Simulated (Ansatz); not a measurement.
Compare A (`CO[B](C)[AlH2]`) with its isomer B (`[BH2][AlH][CH2]OC`).

Computed with Ansatz on PBE0-D4/def2-TZVP structures; ΔE is electronic, products minus reactants. CBS: MP2 limit from def2 TZ/QZ plus the TZ coupled-cluster correction, frozen cores. DFT in def2-TZVPP. B3LYP here is the variant with VWN-RPA as its local correlation; programs differ in this. One conformer a species, not always the lowest.

A:

Z-matrix (Å, degrees):
```
C
O 1 1.404
H 1 1.092 2 109.4
H 1 1.099 2 111.7 3 -120.3
H 1 1.092 2 109.4 3 119.3
B 2 1.355 1 124.3 3 120.4
Al 6 2.168 2 123.4 1 -0.1
C 6 1.573 2 115.9 1 179.8
H 7 1.598 6 122.2 2 -91.1
H 7 1.598 6 122.2 2 92.9
H 8 1.096 6 110.9 2 123.2
H 8 1.097 6 110.5 2 -120.2
H 8 1.094 6 112.9 2 1.2
```

B:

```xyz
13

B     0.295   -1.436    1.195
Al   -0.257   -1.410   -0.824
C    -0.277    0.487   -1.471
O     0.518    1.348   -0.654
C     0.219    1.279    0.684
H     1.437   -1.509    1.564
H    -0.523   -1.380    2.074
H    -0.701   -2.557   -1.836
H    -1.313    0.868   -1.508
H     0.115    0.593   -2.486
H     0.803    2.031    1.217
H     0.534    0.287    1.140
H    -0.850    1.399    0.904
```

Which is lower in electronic energy at CCSD(T)/CBS, and by how much? (Estimate.)

The calculation gave: A, by 60.0 kcal/mol.

Give E(B) − E(A) in kcal/mol with ωB97M-V, r2SCAN-D4, PBE0-D4, B3LYP-D4, PBE-D4, MP2/def2-TZVPP, HF/def2-TZVPP. (Estimate.)

Computed: ωB97M-V 59.6, r2SCAN-D4 57.1, PBE0-D4 57.8, B3LYP-D4 59.0, PBE-D4 55.2, MP2/def2-TZVPP 61.4, HF/def2-TZVPP 65.3. None reverses the order clearly.

Largest T1 diagnostic: 0.014.

From PBE to PBE0 (25 % exact exchange), in def2-TZVPP and without D4, E(B) − E(A) moves by +2.6 kcal/mol. In def2-TZVPP, CCSD(T) changes the Hartree–Fock value by −5.4 kcal/mol (the triples alone add −0.9 kcal/mol) and MP2 by −3.9 kcal/mol.
